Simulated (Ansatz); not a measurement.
C36H24N2⁻, that is CBP with one electron more. The state is a doublet with charge -1. Geometry PBE-D4/def2-SVP, that of the neutral singlet; atoms count from 1.

Cartesian coordinates in Å:
```
C 1.637 7.437 -3.597
C 0.986 6.201 -3.816
C 0.987 5.192 -2.843
C 1.664 5.447 -1.639
C 2.310 6.696 -1.394
C 2.295 7.692 -2.389
C 2.858 6.630 -0.055
C 3.605 7.523 0.734
C 4.011 7.126 2.014
C 3.685 5.842 2.506
C 2.941 4.933 1.742
C 2.521 5.343 0.466
N 1.798 4.637 -0.504
C 1.289 3.324 -0.361
C 1.564 2.343 -1.334
C 1.052 1.050 -1.193
C 0.266 0.687 -0.075
C -0.266 -0.687 0.075
C -0.416 -1.280 1.350
C -0.910 -2.579 1.496
C -1.289 -3.324 0.361
N -1.798 -4.637 0.504
C -1.334 -5.771 -0.173
C -0.273 -5.896 -1.085
C -0.003 -7.172 -1.599
C -0.763 -8.299 -1.214
C -1.808 -8.172 -0.292
C -2.101 -6.903 0.241
C -3.067 -6.423 1.208
C -4.092 -7.043 1.946
C -4.885 -6.264 2.798
C -4.668 -4.872 2.909
C -3.654 -4.229 2.186
C -2.850 -5.018 1.347
C -1.156 -2.746 -0.917
C -0.644 -1.452 -1.053
C 0.008 1.682 0.896
C 0.501 2.982 0.755
H 1.620 8.205 -4.385
H 0.464 6.026 -4.768
H 0.466 4.240 -3.016
H 2.790 8.659 -2.212
H 3.871 8.518 0.345
H 4.594 7.815 2.643
H 4.024 5.545 3.510
H 2.704 3.931 2.128
H 2.206 2.595 -2.190
H 1.304 0.290 -1.948
H -0.096 -0.726 2.245
H -0.981 -3.038 2.492
H 0.333 -5.028 -1.380
H 0.823 -7.295 -2.316
H -0.525 -9.284 -1.641
H -2.392 -9.052 0.019
H -4.269 -8.125 1.848
H -5.688 -6.736 3.383
H -5.311 -4.276 3.574
H -3.502 -3.144 2.268
H -1.481 -3.311 -1.802
H -0.576 -1.008 -2.057
H -0.631 1.444 1.759
H 0.256 3.753 1.500
```

Single mean-field runs in def2-SVP are fitted with def2-universal-jkfit. The highest occupied level of the charge -1 doublet lies above zero (up to 0.68 eV). By energy differences its removal costs 0.44 eV (vertical, to the charge 0 singlet, at PBE0-D4/def2-SVP); self-interaction error and the lack of diffuse functions both raise the level.

Estimate the Mulliken populations of the heavy atoms from the PBE0/def2-SVP orbitals of Ansatz.


```
atom  charge (e)  spin (α − β)
  C1       -0.03         -0.01
  C2       -0.04          0.03
  C3       -0.07         -0.02
  C4        0.16          0.03
  C5        0.00          0.01
  C6       -0.06          0.01
  C7        0.00          0.01
  C8       -0.06          0.01
  C9       -0.03         -0.01
 C10       -0.04          0.03
 C11       -0.07         -0.02
 C12        0.16          0.03
 N13       -0.29         -0.02
 C14        0.07          0.21
 C15       -0.04         -0.03
 C16       -0.07          0.07
 C17        0.03          0.11
 C18        0.03          0.11
 C19       -0.07          0.07
 C20       -0.04         -0.03
 C21        0.07          0.21
 N22       -0.29         -0.02
 C23        0.16          0.03
 C24       -0.07         -0.02
 C25       -0.04          0.03
 C26       -0.03         -0.01
 C27       -0.06          0.01
 C28        0.00          0.01
 C29        0.00          0.01
 C30       -0.06          0.01
 C31       -0.03         -0.01
 C32       -0.04          0.03
 C33       -0.07         -0.02
 C34        0.16          0.03
 C35       -0.04         -0.03
 C36       -0.07          0.07
 C37       -0.07          0.07
 C38       -0.04         -0.03
```
Mulliken values and Mayer orders depend strongly on the basis.

Where does the spin sit?

Summed by element: C 1.07, N -0.05, H -0.02, of 1 unpaired in all. Largest on single atoms: C14 0.21, C21 0.21, C17 0.11.

And the Mayer bond orders between bonded heavy atoms (over 0.3, the first 40 of 45)?

C1–C2 1.33 (1.41 Å); C1–C6 1.42 (1.40 Å); C2–C3 1.40 (1.40 Å); C3–C4 1.34 (1.40 Å); C4–C5 1.25 (1.43 Å); C4–N13 1.09 (1.40 Å); C5–C6 1.35 (1.41 Å); C5–C7 1.16 (1.45 Å); C7–C8 1.35 (1.41 Å); C7–C12 1.25 (1.43 Å); C8–C9 1.42 (1.40 Å); C9–C10 1.33 (1.41 Å); C10–C11 1.40 (1.40 Å); C11–C12 1.34 (1.40 Å); C12–N13 1.09 (1.40 Å); N13–C14 0.92 (1.41 Å); C14–C15 1.31 (1.41 Å); C14–C38 1.31 (1.41 Å); C15–C16 1.45 (1.40 Å); C16–C17 1.27 (1.41 Å); C17–C18 1.14 (1.48 Å); C17–C37 1.27 (1.41 Å); C18–C19 1.27 (1.41 Å); C18–C36 1.27 (1.41 Å); C19–C20 1.45 (1.40 Å); C20–C21 1.31 (1.41 Å); C21–N22 0.92 (1.41 Å); C21–C35 1.31 (1.41 Å); N22–C23 1.09 (1.40 Å); N22–C34 1.09 (1.40 Å); C23–C24 1.34 (1.40 Å); C23–C28 1.25 (1.43 Å); C24–C25 1.40 (1.40 Å); C25–C26 1.33 (1.41 Å); C26–C27 1.42 (1.40 Å); C27–C28 1.35 (1.41 Å); C28–C29 1.16 (1.45 Å); C29–C30 1.35 (1.41 Å); C29–C34 1.25 (1.43 Å); C30–C31 1.42 (1.40 Å).
